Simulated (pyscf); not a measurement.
Cl–GeH₂–GeH₂• → GeH₂ [singlet] + Cl–GeH₂•, a bond scission (doublet surface; Ge–Ge broken, none formed). PySCF, gas phase, ωB97X-D3(BJ)/def2-SVP geometries. Energies in kcal/mol from the reactant's lowest minimum found.

Small-basis levels: PySCF, no dispersion term, spherical d functions. Open shells are spin-unrestricted. 

**Question.** In single points HF/STO-3G puts the saddle at 91.8 kcal/mol and the reaction energy at +88.7 kcal/mol. Should these be trusted to within a few kcal/mol? Compare with ωB97M-D3(BJ)/def2-TZVP.

**Answer.** ωB97M-D3(BJ)/def2-TZVP gives ΔE‡ = 37.4 kcal/mol and ΔE = +45.5 kcal/mol. HF/STO-3G lies 54.4 kcal/mol over it in the barrier and 43.1 kcal/mol over it in the reaction energy, so on this step it does not hold to within 3.0 kcal/mol. ωB97M-D3(BJ)/def2-TZVP has limits of its own. On the product side the descent ends in an adduct with a Cl–Ge contact, 18.4 kcal/mol under the separated species and 5.2 kcal/mol under the saddle at ωB97X-D3(BJ)/def2-TZVP. At ωB97M-D3(BJ) the saddle lies under the separated products, which points to a path from their complex (located at ωB97X-D3(BJ) alone), and parting the products costs more than the saddle. At ωB97X-D3(BJ)/def2-TZVP the barrier from the zero used here is 41.7 kcal/mol. One saddle was located; it need not be the lowest between these sides. In the def2 sets elements up to Kr have no core potential.
